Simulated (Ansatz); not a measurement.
CH₄BFN₂, SMILES `BNC(=N)F` at its PBE0-D4/def2-TZVP geometry, where that method's forces vanish. The species carries charge 0 and has multiplicity 1.

```xyz
9

B    -1.0774    0.3303    1.0657
N     0.1830    0.4674    0.4549
C     0.6472   -0.2096   -0.6538
N     0.0376   -1.0713   -1.3135
F     1.9006    0.2073   -0.9347
H    -1.2847    1.0127    2.0226
H    -1.8653   -0.4370    0.6181
H     0.8598    1.1170    0.8249
H     0.5992   -1.4167   -2.0841
```

What forces (eV/Å) does r2SCAN-D4/def2-TZVPP give on these atoms in the Gaussian-basis code of Ansatz? (Estimate.)

The calculation gave: 
```
B1  -0.174 -0.013  0.090
N2   0.010  0.077  0.088
C3  -0.166 -0.025  0.072
N4  -0.217 -0.241 -0.156
F5   0.440  0.171 -0.067
H6   0.016 -0.023 -0.037
H7   0.041  0.033  0.016
H8   0.032  0.018  0.002
H9   0.019  0.003 -0.008
```
